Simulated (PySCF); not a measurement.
Ge(H)2(Br)(OH) (BrGeH3O), SMILES [GeH2]([OH])[Br].

The structure is a stationary point at PBE0-D3(BJ)/def2-SVP. Other conformers were not sampled.

Two levels are set side by side: PBE/def2-TZVPD (PySCF) and HF/def2-TZVPD (PySCF). Same geometry, gas phase. Differences are taken from unrounded values.

```json
[
 {"quantity": "orbital gap (eV)", "HF": "12.85", "PBE": "5.60", "PBE minus HF": "-7.25"},
 {"quantity": "highest occupied level (eV)", "HF": "-11.37", "PBE": "-7.10", "PBE minus HF": "4.27"},
 {"quantity": "lowest empty level (eV)", "HF": "1.48", "PBE": "-1.50", "PBE minus HF": "-2.98"},
 {"quantity": "dipole moment (D)", "HF": "1.67", "PBE": "1.44", "PBE minus HF": "-0.22"},
 {"quantity": "mean polarisability (bohr³)", "HF": "53.0", "PBE": "60.5", "PBE minus HF": "7.4"}
]
```

PBE's occupied levels lie high since its potential decays too fast outside the molecule; exact exchange lowers them and widens the gap. PBE's more diffuse valence density responds more strongly to a field. Differences between two approximate levels are no errors against the true value.

Rough cost on one machine, each run with all the roots and properties that it gave: HF against PBE about 1/2.
